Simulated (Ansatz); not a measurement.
A nudged elastic band was laid between two geometries of ClH + F6W (9 atoms, charge 0, multiplicity 1).

All numbers below come from RKS LDA/def2-SVP (Ansatz 0.2.0).

```json
{"movable images": "3", "climbing image": "no", "spring": "5.0 eV/Å²", "optimiser": "quadratic models (default)", "start path": "through a guess of the saddle point", "force threshold": "0.05 eV/Å", "iteration limit": "60", "end points": "relaxed"}
```

First end point:

```xyz
9
Properties=species:S:1:pos:R:3
W -0.121 -0.122 -0.161
F 0.067 0.086 1.677
F 1.707 -0.138 -0.334
F -0.154 1.704 -0.351
F -1.950 -0.129 0.046
F -0.112 -1.949 0.064
F -0.312 -0.333 -1.974
Cl 2.186 2.249 1.901
H 1.331 1.384 2.370
```

Last end point:

```xyz
9
Properties=species:S:1:pos:R:3
W 0.314 0.318 -0.365
F -0.229 -0.199 2.865
F 1.855 0.053 -1.343
F 0.042 1.843 -1.364
F -1.266 0.635 0.513
F 0.639 -1.250 0.533
F -0.624 -0.645 -1.626
Cl 1.487 1.522 1.198
H 0.425 0.476 2.825
```

Task: What changes between the two ends?

Result: Bonds broken: W1–F2, Cl8–H9. Bonds formed: W1–Cl8, F2–H9. ClH + F6W becomes ClF5W + FH.

Task: Give the energies along the band, and the barrier.

Result: It converged. The highest image is number 3 of 0 to 4, 12.9 kcal/mol above the first end and 2.2 kcal/mol above the last; the last end lies 10.7 kcal/mol above the first. No image climbed, so the highest image needn't sit at the top of the path. So few images can step over the top or miss a turn of the path. The orbitals stay closed-shell, which can raise the energy where a bond breaks towards radicals; this wasn't checked here.

| image | path coordinate (Å) | energy (kcal/mol) | W1–F2 (Å) | Cl8–H9 (Å) | W1–Cl8 (Å) |
| --- | --- | --- | --- | --- | --- |
| 0 | 0.00 | 0.0 | 1.86 | 1.30 | 3.90 |
| 1 | 1.38 | 4.9 | 1.87 | 1.31 | 3.48 |
| 2 | 2.76 | 7.0 | 2.20 | 1.74 | 2.48 |
| 3 | 4.14 | 12.9 | 2.36 | 1.90 | 2.40 |
| 4 | 5.51 | 10.7 | 3.32 | 2.21 | 2.30 |

Task: What is the geometry of the highest image?

Result: 
```xyz
9
Properties=species:S:1:pos:R:3
W 0.241 0.230 -0.096
F 0.173 -0.314 2.194
F 1.972 0.011 -0.704
F 0.216 1.693 -1.227
F -1.409 0.681 0.590
F 0.367 -1.578 0.249
F -0.660 -0.438 -1.566
Cl 1.214 1.907 1.325
H 0.528 0.560 2.474
```

The run took 100 s on 4 threads of Arm Neoverse V1 (shared host), peak memory 0.23 GiB.
